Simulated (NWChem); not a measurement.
System: HTeI; SMILES [TeH]I

Program: NWChem. Structure relaxed at the PBE0/def2-SVP level. No frequency run checked for a minimum. def2 effective core potentials on Te, I; no spin-orbit coupling. Ions are spin-unrestricted doublets at the neutral geometry; other ion states weren't tried.

For level PBE/def2-SVP:

| Quantity | Value |
|---|---|
| vertical ionisation energy, ΔSCF (eV) | 8.29 |
| −ε(HOMO) (eV) | 5.30 |

Problem. Estimate the same quantities for level B3LYP/def2-SVP.

Solution. 
| Item | Value |
|---|---|
| vertical ionisation energy, ΔSCF (eV) | 8.48 |
| −ε(HOMO) (eV) | 6.12 |
